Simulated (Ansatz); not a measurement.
`C[Si](C)(F)[SeH]` → `[CH2]` (triplet) + `C[SiH](F)[SeH]` at 400 K and 1 bar (formal loss of a carbene).

Computed with Ansatz on PBE0-D4/def2-TZVP structures; ΔE is electronic, products minus reactants. CCSD(T)/CBS is the MP2 limit (def2-TZVPP, def2-QZVPP) plus CCSD(T) − MP2 in def2-TZVPP, frozen cores. This one scheme is used for every species. Triplets are unrestricted, without spin–orbit coupling. For Se outer-core shells are correlated without core-valence functions, which leaves a few kJ/mol of doubt a bond. Scalar relativity is left out up to krypton. One conformer a species, not always the lowest.

| species | CCSD(T)/CBS energy (Eh) | H − E (kJ/mol) | S (J/(mol·K)) |
| --- | --- | --- | --- |
| `C[Si](C)(F)[SeH]` | -2870.02560 | 263.1 | 428.0 |
| `[CH2]` (triplet) | -39.09499 | 59.0 | 205.7 |
| `C[SiH](F)[SeH]` | -2830.74610 | 180.6 | 375.3 |

H − E and S are ideal-gas, rigid-rotor, harmonic terms from PBE0-D4/def2-TZVP, for one conformer and one mirror image of each species, with the whole ground term of open shells counted as degenerate. 1 Eh = 2625.50 kJ/mol, R = 8.31446 J/(mol·K).

**Question.** By hand: ΔE, ΔH, ΔS and ΔG.

**Answer.** ΔE = (-39.09499) + (-2830.74610) − (-2870.02560) = 0.18451 Eh = 484.4 kJ/mol. Δ(H − E) = 59.0 + 180.6 − 263.1 = -23.5, so ΔH = 460.9 kJ/mol. ΔS = 205.7 + 375.3 − 428.0 = 153.0 J/(mol·K). ΔG = 460.9 − 400 × (153.0)/1000 = 399.7 kJ/mol.

**Question.** By hand: the equilibrium constant, and the temperature at which ΔG would vanish if ΔH and ΔS stayed fixed.

**Answer.** log₁₀ K = −ΔG/(RT ln 10) = -52.2. ΔG = 0 at ΔH/ΔS = 3012 K, far beyond where these terms or the molecules hold.

The number of gas molecules changes by +1, which sets the sign of ΔS. A doubt of 5 kJ/mol in ΔE shifts log₁₀ K by 0.7 here. Other conformers and mirror images would add mixing entropy, several J/(mol·K) or more a flexible species. A triplet takes part, so the spin changes. These are equilibria of isolated gas molecules and say nothing of rates. Largest T1 diagnostic: 0.011 (customary marks: 0.02 for closed shells, 0.045 for open ones).
